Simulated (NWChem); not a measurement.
# SiH4S3; SMILES [SiH](S)(S)S

```xyz
8

Si     0.0000     0.0000    -0.2257
S     -1.9912     0.2006     0.5278
S      1.1693     1.6242     0.5278
S      0.8219    -1.8247     0.5278
H      0.0000     0.0000    -1.7174
H     -2.2986     1.2503    -0.2695
H      2.2321     1.3655    -0.2695
H      0.0665    -2.6158    -0.2695
```
Atoms are numbered in this order, from 1.

All runs use the structure optimised with PBE0/def2-SVP.

Question: List the 4 lowest vertical singlet excitations from CAM-B3LYP/def2-SVPD, TDA (NWChem).

Answer: 
```csv
state,energy (eV),oscillator strength,leading excitation (squared amplitude)
S1,6.07,0.000,HOMO → LUMO (0.49)
S2,6.17,0.000,HOMO−1 → LUMO (0.35)
S3,6.17,0.000,HOMO−2 → LUMO (0.35)
S4,6.51,0.044,HOMO → LUMO+1 (0.46)
```
